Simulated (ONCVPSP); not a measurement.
## Transferability test, ONCV potential for Zr (Z = 40)

zirconium (Zr), optimised norm-conserving Vanderbilt (ONCV), made with ONCVPSP 4.0.1 (PBEsol, scalar-relativistic). Core [Kr], reference 4d2.5 5s1.5. Waves: 5s: rc 3.30 bohr, ncon 4, nbas 8, qcut 1.8 1/bohr, 3 projectors, debl 2 Ha; p scattering state at 0.22 Ha: rc 3.15 bohr, ncon 4, nbas 8, qcut 2.4 1/bohr, 2 projectors, debl 0.9 Ha; 4d: rc 2.60 bohr, ncon 3, nbas 7, qcut 6.1 1/bohr, 2 projectors, debl 2.6 Ha. Local part: polynomial inside 2.40 bohr (lpopt 5, dvloc0 0 Ha). Core correction: Teter function, fcfact 2.5, rcfact 1.3.

In the p channel the program set the typed energies aside and used 0.050, 0.950 Ha.

Energies are relative to the spin-unpolarised reference configuration 4d2.5 5s1.5; without spin polarisation the order of configurations can differ from experiment.

```json
{"valence configuration": "4d2 5s1", "charge": "+1", "ΔE all-electron (eV)": "6.650", "error AE − PS (meV)": "-8.8"}
{"valence configuration": "4d2 5s0", "charge": "+2", "ΔE all-electron (eV)": "19.560", "error AE − PS (meV)": "-32"}
{"valence configuration": "4d1 5s2 5p1", "charge": "0", "ΔE all-electron (eV)": "2.502", "error AE − PS (meV)": "-71"}
```

(1) What are ΔE and the potential's error for 4d2 5s2?

Note: no bound ghost flagged; GHOST(+) flagged for p at 40.2 eV, s at 100.7 eV.

Answers

(1) ΔE = -0.521 eV all-electron; the error (AE − PS) is -2.4 meV.
